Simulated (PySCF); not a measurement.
Ti (titanium, neutral) across methods

[Ar] 3d3 4s1, high-spin 5F determinant (an excited configuration). All numbers are calculated (PySCF 2.14, scalar relativity by spin-free X2C-1e, in x2c-QZVPPall (11s7p5d3f2g, 96 functions)). The B2PLYP total includes its PT2 part (frozen core); its orbital energies are those of the SCF part.

| method | E (hartree) | mean ε 3p β (eV) | mean ε 4s α (eV) | mean ε 3d α (eV) | Σ⟨r²⟩ (bohr²) | ⟨S²⟩ |
| --- | --- | --- | --- | --- | --- | --- |
| r2SCAN | -853.698 | -34.370 | -4.201 | -2.798 | 41.55 | 6.001 |
| B2PLYP | -853.462 | -38.204 | -4.850 | -4.986 | 41.74 | 6.001 |
| PBE0 | -853.528 | -36.053 | -4.524 | -3.804 | 41.75 | 6.001 |
| UHF | -852.73428 | -41.935 | -5.659 | -7.385 | 42.15 | 6.003 |
| CAM-B3LYP | -853.759 | -37.321 | -5.337 | -5.011 | 41.52 | 6.001 |
| PBE | -853.507 | -33.799 | -4.053 | -2.600 | 42.36 | 6.000 |
| LDA | -851.639 | -33.883 | -4.225 | -2.641 | 42.04 | 6.000 |
| LC-wPBE | -853.551 | -38.554 | -6.194 | -6.364 | 41.29 | 6.001 |

(1) Estimate the same row for r2SCAN0.

Results:

(1) E (hartree) = -853.676; mean ε 3p β (eV) = -36.433; mean ε 4s α (eV) = -4.653; mean ε 3d α (eV) = -3.988; Σ⟨r²⟩ (bohr²) = 41.22; ⟨S²⟩ = 6.001.
